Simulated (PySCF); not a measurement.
Theory: PBE0-D3(BJ)/def2-SVP geometry optimisation, gas phase in PySCF 2.14.0. One conformer each, none proved a minimum here. Atom numbers follow the mapped SMILES.

Question: Rank these C–C bonds from shortest to longest.
A. C2–C3 in `[SiH3:1][C:2]#[C:3][SiH2:4][Cl:5]`
B. C7–C8 in `[CH3:1][Si@@:2]1([C:3]([F:4])([F:5])[F:6])[CH2:7][CH2:8][SiH2:9][NH:10]1` with C1–Si2–C7–C8 100°, Si2–C7–C8–Si9 35°, C7–C8–Si9–N10 -30°, C8–Si9–N10–Si2 14°
C. C6–C7 in `[O:1]=[C:2]([OH:3])[c:4]1[cH:5][cH:6][c:7]([O:8][CH:9]([F:10])[F:11])[cH:12][cH:13]1` with O1–C2–O3–H 0°, O1–C2–C4–C5 -1°, C6–C7–O8–C9 156°, C7–O8–C9–F10 80°

Answer: A (1.224 Å), C (1.398 Å), B (1.543 Å).

- 1.224 Å: drawn triple, both ends alkyne carbon
- 1.398 Å: aromatic, aromatic CH carbon to aromatic carbon bearing oxygen, in a 6-membered ring
- 1.543 Å: drawn single, both ends sp3 carbon bound to silicon, in a 5-membered ring
